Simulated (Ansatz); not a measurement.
Two members of one family (Oligo(p-phenylene), aryl ends), computed with Ansatz in the gas phase. The two geometries come from different levels. Binding counts from free atoms in the multiplicity of their measured ground term, without zero-point energy. Sets without diffuse functions give affinities that are too small. A dash marks a value that wasn't run or was left out as unsound. The structures are stationary points that may keep the symmetry of their start. Remarks come from the PBE and PBE0 runs and from stability tests at other levels; not every state was tested. A HOMO above zero means that the electron is unbound at that level and held by the basis, or that self-interaction error raises the level; the energy of removing that electron tells which. HOMO above LUMO (over both spins in singlets and doublets, within one spin in higher multiplets; at PBE or PBE0), or a gap under 0.15 eV within one spin, warns that the state may not be the lowest or that an electron is smeared out.

First: COc1ccc(-c2ccc(-c3ccc(-c4ccc(-c5ccc(C(F)=C(F)F)cc5)cc4)cc3)cc2)cc1 (singlet, charge 0, r2SCAN-D4/def2-SVP geometry).

```xyz
60

C     9.453    0.020   -7.776
O     9.447    0.461   -6.437
C     8.293    0.367   -5.735
C     8.334    0.830   -4.408
C     7.199    0.772   -3.611
C     5.980    0.257   -4.100
C     4.774    0.200   -3.248
C     3.486    0.370   -3.791
C     2.350    0.311   -2.988
C     2.445    0.086   -1.601
C     1.239    0.027   -0.750
C     1.259    0.488    0.581
C     0.121    0.437    1.381
C    -1.094   -0.080    0.892
C    -2.302   -0.132    1.739
C    -2.563    0.863    2.701
C    -3.707    0.820    3.494
C    -4.644   -0.224    3.367
C    -5.859   -0.270    4.207
C    -6.417   -1.494    4.622
C    -7.561   -1.538    5.411
C    -8.203   -0.351    5.821
C    -9.400   -0.465    6.644
F    -9.812   -1.720    6.913
C   -10.159    0.507    7.188
F    -9.930    1.799    7.053
F   -11.224    0.272    7.918
C    -7.652    0.880    5.407
C    -6.506    0.912    4.620
C    -4.381   -1.222    2.409
C    -3.240   -1.176    1.613
C    -1.113   -0.545   -0.437
C     0.024   -0.491   -1.239
C     3.732   -0.081   -1.058
C     4.869   -0.028   -1.862
C     5.958   -0.199   -5.428
C     7.092   -0.151   -6.245
H     9.215   -1.056   -7.852
H    10.469    0.190   -8.155
H     8.736    0.590   -8.395
H     9.275    1.241   -4.034
H     7.248    1.164   -2.591
H     3.376    0.590   -4.856
H     1.368    0.486   -3.439
H     2.181    0.913    0.989
H     0.179    0.790    2.415
H    -1.866    1.698    2.815
H    -3.869    1.601    4.242
H    -5.926   -2.431    4.345
H    -7.965   -2.501    5.729
H    -8.125    1.821    5.689
H    -6.119    1.880    4.291
H    -5.096   -2.038    2.270
H    -3.060   -1.976    0.889
H    -2.044   -0.938   -0.857
H    -0.024   -0.876   -2.262
H     3.843   -0.298    0.009
H     5.850   -0.203   -1.410
H     5.039   -0.632   -5.833
H     7.029   -0.530   -7.266
```

```tsv
level	HOMO (eV)	LUMO (eV)	gap (eV)	vertical IE (eV)	vertical EA (eV)	vertical triplet (eV)	binding per atom (eV)
PBE-D4/def2-SVP	-4.94	-2.37	2.57	6.31	1.01	2.52	5.55
r2SCAN-D4/def2-SVP	-5.13	-2.37	2.77	–	–	–	5.36
PBE0-D4/def2-SVP	-5.83	-1.75	4.08	6.82	0.80	2.93	5.42
```

Remarks: HOMO above zero (-1 doublet).

Second: COc1ccc(-c2ccc(-c3ccc(-c4ccc(-c5ccc(-c6ccc(C(F)=C(F)F)cc6)cc5)cc4)cc3)cc2)cc1 (singlet, charge 0, PBE-D4/def2-SVP geometry).

Cartesian coordinates in Å:
```
C 1.497 -7.207 -12.454
O 2.186 -7.451 -11.243
C 1.917 -6.652 -10.174
C 2.627 -6.941 -8.988
C 2.417 -6.180 -7.838
C 1.499 -5.101 -7.822
C 1.277 -4.299 -6.597
C 0.979 -2.917 -6.663
C 0.764 -2.163 -5.506
C 0.837 -2.748 -4.221
C 0.606 -1.950 -2.995
C -0.274 -0.842 -2.992
C -0.493 -0.090 -1.834
C 0.154 -0.407 -0.618
C -0.079 0.388 0.610
C -0.338 1.778 0.550
C -0.555 2.527 1.708
C -0.528 1.927 2.990
C -0.755 2.721 4.219
C -0.127 2.382 5.440
C -0.338 3.133 6.599
C -1.190 4.262 6.599
C -1.410 5.059 7.827
C -1.654 6.450 7.769
C -1.855 7.205 8.926
C -1.824 6.597 10.205
C -2.040 7.443 11.378
F -2.358 8.736 11.127
C -1.947 7.117 12.693
F -1.635 5.911 13.147
F -2.161 7.976 13.673
C -1.587 5.201 10.273
C -1.386 4.459 9.108
C -1.819 4.602 5.378
C -1.607 3.850 4.219
C -0.272 0.537 3.049
C -0.053 -0.212 1.890
C 1.033 -1.515 -0.620
C 1.255 -2.264 -1.778
C 1.137 -4.129 -4.154
C 1.352 -4.884 -5.311
C 0.802 -4.826 -9.017
C 0.999 -5.583 -10.181
H 1.707 -6.191 -12.857
H 0.395 -7.322 -12.337
H 1.860 -7.961 -13.178
H 3.350 -7.770 -9.002
H 3.001 -6.408 -6.934
H 0.952 -2.418 -7.644
H 0.572 -1.083 -5.600
H -0.827 -0.588 -3.908
H -1.213 0.743 -1.864
H -0.328 2.287 -0.426
H -0.712 3.613 1.623
H 0.574 1.535 5.470
H 0.200 2.861 7.519
H -1.654 6.960 6.794
H -2.031 8.287 8.851
H -1.574 4.688 11.243
H -1.234 3.372 9.193
H -2.518 5.451 5.347
H -2.145 4.122 3.298
H -0.282 0.026 4.024
H 0.104 -1.298 1.974
H 1.584 -1.768 0.298
H 1.977 -3.094 -1.749
H 1.165 -4.630 -3.175
H 1.545 -5.964 -5.219
H 0.061 -4.013 -9.034
H 0.422 -5.337 -11.083
```

Question: Estimate how these quantities change from the first to the second (second minus first).

Answer: 
```
             level  Δ HOMO (eV)  Δ LUMO (eV)  Δ gap (eV)  Δ vertical IE (eV)  Δ vertical EA (eV)  Δ vertical triplet (eV)  Δ binding per atom (eV)
   PBE-D4/def2-SVP        -0.01        -0.12       -0.11               -0.10                0.24                    -0.08                     0.03
r2SCAN-D4/def2-SVP        -0.01        -0.12       -0.12                   –                   –                        –                     0.03
  PBE0-D4/def2-SVP         0.01        -0.12       -0.13               -0.08                0.21                    -0.06                     0.03
```

Remarks: gap within one spin near zero at PBE or PBE0 (+1 doublet), HOMO above zero (-1 doublet).
